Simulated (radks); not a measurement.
Effect of the nuclear size on the silver ion Ag+, [Kr] 4d10. Calculated with a radial shooting solver on a logarithmic mesh with Libxc functionals: Dirac Kohn-Sham, LDA (Slater exchange, Perdew-Wang correlation), spin-unpolarised, spherical densities, finite nucleus; Fermi nuclear charge, rms radius 4.5454 fm. The rms radius is varied about that value; shifts are against it.

rms radius (fm)  total energy shift (eV)  density at nucleus (e/bohr^3)  1s1/2 shift (meV)  2s1/2 shift (meV)  4s1/2 shift (meV)  5s1/2 (empty) shift (meV)
3.7045                            -0.949                      1.492e+05               -400              -44.7              -1.62                     -0.153
4.4045                            -0.171                      1.457e+05              -71.9              -8.04             -0.292                     -0.028
4.5454                                 0                      1.451e+05              0.000              0.000              0.000                      0.000
4.909                              0.462                      1.436e+05                195               21.8              0.790                      0.075
5.4227                              1.17                      1.417e+05                492               55.0               2.00                      0.188

Slopes of the eigenvalues against <r^2> in GHz/fm^2, as finite differences over the two radii next to the reference (eigenvalue slopes, not the field-shift constants of lines): 1s1/2 13700, 2s1/2 1530, 4s1/2 55.7, 5s1/2 (empty) 5.26.
